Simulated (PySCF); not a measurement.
**Electron correlation in Nb³⁺ (niobium, charge +3)**

Starting occupation: [Kr] 4d2, 4d3/2 with m_j = +1/2, +3/2. Computed with PySCF 2.14 in x2c-SVPall-2c (6s8p6d1f, 67 functions), with X2C-1e with screened-nucleus spin-orbit coupling, Gaussian nucleus. Frozen: [Ar] 3d10; 10 electrons correlated; the 6 highest virtual spinors left out.

MP2 pair energies summed by pair of shells (mhartree):

```tsv
pair	energy	share (%)
4p-4p	-93.29	55.2
4d-4p	-50.12	29.6
4p-4s	-15.30	9.0
4s-4s	-4.34	2.6
4d-4s	-3.15	1.9
4d-4d	-2.91	1.7
```

Total MP2 correlation energy: -169.11 mhartree.

The GHF reference relaxed away from the jj start to a determinant that is no pure jj level (⟨S²⟩ = 1.97, ⟨J²⟩ = 7.28); the energies belong to that determinant.

This basis was not built for core-valence correlation, so the inner-shell part is incomplete.
